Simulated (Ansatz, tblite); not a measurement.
Forces on Sr4Te4 at its r2SCAN-D4/def2-SVP geometry. Total charge 0; singlet.

In the def2 sets Sr, Te take a core potential; there is no spin–orbit coupling. The xTB rows come from tblite. The structure comes from a short search, and lower isomers may exist.

GFN1-xTB (tblite), largest force 0.88 eV/Å:

```xyz
8
positions Å, forces eV/Å
Sr   -2.926   -0.491   -2.240    0.022   -0.001    0.019
Sr    0.117    3.483   -0.898   -0.009   -0.013   -0.005
Sr   -0.119   -3.465    0.899    0.004    0.012   -0.001
Sr    2.928    0.485    2.235   -0.022   -0.004   -0.016
Te    2.263   -2.466    2.503   -0.478    0.521   -0.520
Te    2.416    3.245    1.073   -0.492   -0.684   -0.220
Te   -2.459   -3.238   -1.028    0.515    0.682    0.206
Te   -2.220    2.447   -2.544    0.460   -0.513    0.537
```

GFN2-xTB (tblite), largest force 0.38 eV/Å:

```
Sr 0.300 0.052 0.230
Sr -0.019 -0.363 0.087
Sr 0.016 0.357 -0.091
Sr -0.300 -0.045 -0.229
Te -0.024 0.006 -0.019
Te -0.012 -0.014 -0.007
Te 0.020 0.014 0.010
Te 0.019 -0.005 0.019
```

PBE-D4/def2-TZVP (Ansatz), largest force 0.05 eV/Å:

```
Sr 0.004 -0.001 0.004
Sr -0.010 -0.003 -0.007
Sr 0.004 -0.002 0.004
Sr -0.003 0.002 -0.003
Te -0.028 0.032 -0.032
Te -0.022 -0.043 -0.006
Te 0.026 0.046 0.007
Te 0.029 -0.030 0.032
```
